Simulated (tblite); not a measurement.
Species: C6H7F3.
Atom-mapped SMILES: `[CH3:1][CH:2]([CH3:3])[C:4]#[C:5][C:6]([F:7])([F:8])[F:9]` (hydrogens: H10, H11, H12 on C1; H13 on C2; H14, H15, H16 on C3)

Computed with GFN2-xTB (tblite), gas phase: Langevin dynamics at 300 K from the optimised GFN2-xTB geometry, time step 0.5 fs, friction 0.01 fs⁻¹, 2000 steps. The instantaneous temperature is 2·E(kin)/(3Nk) with all 3N coordinates.

```tsv
t (fs)	T (K)	E(pot) above start (eV)	C1–C2 (Å)	C2–C3 (Å)	C2–C4 (Å)	C4≡C5 (Å)	C5–C6 (Å)	C1–H10 (Å)
0	244	0.000	1.531	1.531	1.446	1.200	1.451	1.087
25	124	0.302	1.532	1.523	1.460	1.190	1.459	1.084
50	199	0.343	1.567	1.556	1.462	1.221	1.481	1.100
75	211	0.462	1.585	1.523	1.400	1.204	1.450	1.076
100	234	0.499	1.515	1.495	1.425	1.207	1.452	1.099
125	288	0.417	1.526	1.524	1.465	1.204	1.487	1.064
150	250	0.485	1.534	1.542	1.440	1.196	1.497	1.119
175	274	0.428	1.509	1.573	1.411	1.202	1.483	1.076
200	192	0.516	1.498	1.547	1.439	1.203	1.440	1.053
225	267	0.390	1.522	1.569	1.453	1.209	1.493	1.123
250	224	0.515	1.561	1.520	1.425	1.186	1.464	1.152
275	337	0.349	1.546	1.502	1.438	1.198	1.451	1.060
300	286	0.684	1.494	1.507	1.445	1.202	1.428	1.017
325	363	0.524	1.537	1.534	1.423	1.208	1.423	1.117
350	395	0.616	1.583	1.592	1.433	1.194	1.447	1.149
375	250	0.722	1.493	1.574	1.434	1.202	1.498	1.076
400	322	0.553	1.569	1.534	1.441	1.191	1.525	1.035
425	310	0.560	1.640	1.522	1.394	1.205	1.490	1.107
450	279	0.521	1.546	1.493	1.381	1.232	1.460	1.104
475	362	0.528	1.536	1.531	1.457	1.214	1.462	1.076
500	281	0.666	1.546	1.602	1.441	1.175	1.497	1.118
525	269	0.696	1.498	1.580	1.425	1.197	1.481	1.131
550	398	0.571	1.457	1.538	1.439	1.217	1.435	1.083
575	311	0.495	1.573	1.551	1.451	1.210	1.407	1.070
600	249	0.595	1.564	1.507	1.413	1.186	1.432	1.099
625	263	0.486	1.544	1.527	1.441	1.201	1.469	1.109
650	229	0.426	1.568	1.580	1.443	1.195	1.451	1.083
675	204	0.547	1.494	1.563	1.429	1.210	1.486	1.046
700	313	0.497	1.520	1.524	1.397	1.212	1.473	1.125
725	381	0.529	1.600	1.503	1.477	1.209	1.507	1.083
750	389	0.645	1.572	1.494	1.452	1.198	1.524	1.025
775	381	0.502	1.576	1.524	1.471	1.192	1.436	1.117
800	336	0.500	1.532	1.518	1.471	1.186	1.410	1.128
825	352	0.341	1.521	1.530	1.474	1.198	1.411	1.081
850	193	0.525	1.512	1.595	1.456	1.210	1.437	1.102
875	247	0.642	1.534	1.553	1.465	1.194	1.430	1.111
900	365	0.595	1.580	1.488	1.464	1.181	1.408	1.064
925	259	0.624	1.565	1.557	1.452	1.220	1.441	1.042
950	364	0.511	1.511	1.600	1.399	1.206	1.447	1.092
975	250	0.605	1.467	1.592	1.430	1.215	1.453	1.119
1000	253	0.507	1.515	1.625	1.441	1.200	1.476	1.076
```

Problem. From 500 fs on, how do temperature and potential energy compare with equipartition?

Solution. The mean temperature of these 21 frames is 299 K against the target 300 K, and the mean potential energy 0.55 eV against 42 × kT/2 = 0.54 eV for 42 classical harmonic modes. For 16 atoms in a canonical ensemble the temperature itself scatters by T·√(2/(3N)) = 61 K; here its standard deviation is 63 K. The whole run lasts only 10 friction times of 100 fs, so these averages carry a wide statistical error.

Problem. What are the kinetic and total energies of the listed frame with the highest potential energy?

Solution. The one at 375 fs, 0.722 eV above the start. Its kinetic energy is 3NkT/2 = 0.516 eV at 250 K, so the sum is 1.24 eV; over the listed frames the sum runs from 0.50 to 1.45 eV, since the thermostat adds and removes energy.

Problem. How much do the listed bonds fluctuate from 500 fs on?

Solution. 
| bond | at the start (Å) | mean (Å) | standard deviation (Å) |
| --- | --- | --- | --- |
| C1–C2 | 1.531 | 1.536 | 0.038 |
| C2–C3 | 1.531 | 1.550 | 0.039 |
| C2–C4 | 1.446 | 1.444 | 0.023 |
| C4≡C5 | 1.200 | 1.201 | 0.012 |
| C5–C6 | 1.451 | 1.453 | 0.033 |
| C1–H10 | 1.087 | 1.091 | 0.029 |

The motion is classical and holds no zero-point motion.

The cost below is that of the whole dynamics run. Hardware: an AMD EPYC 7B13 with one thread, shared host with 64 logical CPUs at a one-minute load of 5.6. Cost: 12 s wall, 0.18 GiB resident at most.
